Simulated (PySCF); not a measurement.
Vertical excitations of a molecule C₃H₉Ge, multiplicity 2 from TDA-PBE0/def2-SVPD (PySCF), as energy in eV (oscillator strength): 4.71 (0.003), 4.77 (0.004), 5.31 (0.007), 5.64 (0.000), 5.88 (0.006), 6.00 (0.008), 6.22 (0.002), 6.33 (0.000), 6.37 (0.062), 6.56 (0.000). Geometry: PBE-D3(BJ)/def2-SVP. The values are those of a single conformer.

**Question.** Pick the molecule that these values belong to.
A) C[CH][CH2][GeH3]
B) C[C](C)[GeH3]
C) [CH3][Ge]([CH3])[CH3]

**Answer.** B, C[C](C)[GeH3]
